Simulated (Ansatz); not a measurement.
Two members of one family (BH3 adduct), computed with Ansatz in the gas phase. Binding counts from free atoms in the multiplicity of their measured ground term, without zero-point energy. A dash marks a value that wasn't run or was left out as unsound. The structures are stationary points that may keep the symmetry of their start.

First: B(CNMe)H3 (singlet, charge 0, r2SCAN-D4/def2-SVP geometry).

| atom | x (Å) | y (Å) | z (Å) |
| --- | --- | --- | --- |
| B1 | 1.2342 | 1.6441 | 0.3104 |
| C2 | 0.3219 | 0.4297 | 0.0818 |
| N3 | -0.3736 | -0.4950 | -0.0917 |
| C4 | -1.2079 | -1.6092 | -0.3039 |
| H5 | -0.6396 | -2.4204 | -0.7823 |
| H6 | -2.0496 | -1.3298 | -0.9560 |
| H7 | -1.6054 | -1.9706 | 0.6564 |
| H8 | 0.5441 | 2.4984 | 0.8508 |
| H9 | 1.6279 | 1.9933 | -0.7956 |
| H10 | 2.1480 | 1.2595 | 1.0299 |

```json
{"level": "LDA (SPW92)/def2-TZVP", "HOMO (eV)": "-6.89", "LUMO (eV)": "-1.40", "gap (eV)": "5.50", "vertical triplet (eV)": "–", "binding per atom (eV)": "4.54"}
{"level": "PBE-D4/def2-SVP", "HOMO (eV)": "-6.68", "LUMO (eV)": "-1.11", "gap (eV)": "5.57", "vertical triplet (eV)": "–", "binding per atom (eV)": "4.11"}
{"level": "PBE-D4/def2-TZVP", "HOMO (eV)": "-6.83", "LUMO (eV)": "-1.24", "gap (eV)": "5.58", "vertical triplet (eV)": "5.66", "binding per atom (eV)": "4.07"}
{"level": "B3LYP-D4/6-31G", "HOMO (eV)": "-7.64", "LUMO (eV)": "-0.22", "gap (eV)": "7.42", "vertical triplet (eV)": "–", "binding per atom (eV)": "3.89"}
{"level": "PBE0-D4/def2-TZVP", "HOMO (eV)": "-8.09", "LUMO (eV)": "-0.25", "gap (eV)": "7.84", "vertical triplet (eV)": "5.88", "binding per atom (eV)": "3.98"}
```

Second: B(NCMe)H3 (singlet, charge 0, r2SCAN-D4/def2-SVP geometry).

```xyz
10

B    -1.7466   -0.3548   -1.0820
N    -0.4679   -0.0956   -0.2905
C     0.5007    0.1024    0.3106
C     1.7131    0.3484    1.0611
H     2.4893    0.7653    0.4027
H     2.0862   -0.5907    1.4983
H     1.5163    1.0640    1.8741
H    -2.5632   -0.7807   -0.2764
H    -1.4541   -1.1810   -1.9368
H    -2.0738    0.7228   -1.5611
```

Question: Estimate the same table for the second.

Answer: 
```tsv
level	HOMO (eV)	LUMO (eV)	gap (eV)	vertical triplet (eV)	binding per atom (eV)
LDA (SPW92)/def2-TZVP	-6.49	-1.64	4.85	–	4.57
PBE-D4/def2-SVP	-6.30	-1.38	4.92	–	4.14
PBE-D4/def2-TZVP	-6.42	-1.48	4.94	5.31	4.11
B3LYP-D4/6-31G	-7.22	-0.48	6.74	–	3.92
PBE0-D4/def2-TZVP	-7.62	-0.49	7.13	5.44	4.01
```
